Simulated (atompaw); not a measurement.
Logarithmic derivatives: lanthanum, PAW (atompaw)

La, PAW, made with atompaw 4.2.0.5 (LDA (PW92), scalar-relativistic). Core [Kr] 4d10, reference 4f0 5s2 5p6 5d1 6s2 6p0. Waves: 5s (bound); 6s (bound); 5p (bound); 6p (bound, empty); 5d (bound); 5d channel at 3.4 Ry; 4f (bound, empty); 4f channel at 1.6 Ry. Local part: bessel scheme, radius 2.60 bohr. Core correction: smooth core density matched at 2.50 bohr. Augmentation charge: sinc compensation charge, radius 2.95 bohr; PAW radius 3.00 bohr; waves and projectors: bloechl.

The phase is arctan(r·u′/u) with u = r·R(r), unwrapped; energies in Ry, scanned from -5 to 5 Ry. A pole is an energy at which the radial function vanishes at the test radius. The pseudo phase is shifted by a multiple of π to meet the all-electron one at the reference energy, and phase errors are pseudo minus all-electron; the curves can meet again beyond the range given. Levels narrower than the energy grid can be missing from the lists of poles.

| channel | radius (bohr) | reference energy (Ry) | poles, all-electron | poles, pseudo | unbroken range about the reference energy with phases within 0.05 rad | phase error 1 Ry above the reference energy (rad) |
| --- | --- | --- | --- | --- | --- | --- |
| s | 3.00 | -0.28 | -2.77, 2.92 | -2.77, 2.75 | below 4.0 | -0.007 |
| p | 3.00 | -0.10 | -1.41, 4.13 | -1.41, 4.04 | the whole range | -0.002 |
| d | 3.00 | -0.24 | 0.64 | 0.64 | the whole range | -0.000 |
| f | 3.00 | -0.34 | -0.27, 3.25 | -0.27, 3.43 | below 4.1 | +0.007 |

Phases in the d channel:

```tsv
E (Ry)	all-electron	pseudo
-5.00	1.416	1.416
-4.52	1.407	1.407
-4.04	1.396	1.396
-3.56	1.383	1.383
-3.08	1.366	1.366
-2.60	1.343	1.343
-2.12	1.310	1.310
-1.64	1.257	1.257
-1.16	1.152	1.152
-0.68	0.817	0.817
-0.20	-0.785	-0.785
0.28	-1.435	-1.435
0.76	-1.600	-1.600
1.24	-1.696	-1.696
1.72	-1.789	-1.789
2.20	-1.931	-1.931
2.68	-2.274	-2.275
3.16	-3.416	-3.416
3.64	-4.233	-4.233
4.12	-4.467	-4.467
4.60	-4.569	-4.569
```
